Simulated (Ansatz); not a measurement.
`C[CH](C)[SnH3]`, charge 0, multiplicity 1.

Question: Give a relaxed structure at PBE0-D4/def2-TZVP (Ansatz 0.2.0). (Estimate.)

Answer: Ansatz gave: 
Z-matrix (Å, degrees):
```
C
C 1 1.521
H 1 1.093 2 112.3
H 1 1.097 2 110.7 3 -120.2
H 1 1.095 2 111.5 3 120.9
C 2 1.521 1 111.8 3 177.5
Sn 2 2.162 1 110.8 3 -58.4
H 2 1.095 1 109.0 3 56.9
H 6 1.095 2 111.5 1 61.7
H 6 1.096 2 110.7 1 -57.3
H 6 1.093 2 112.3 1 -177.5
H 7 1.713 2 109.0 1 -62.7
H 7 1.712 2 110.7 1 177.8
H 7 1.712 2 110.7 1 56.9
```
Point group Cs.
This is one stationary point; other conformers may exist.
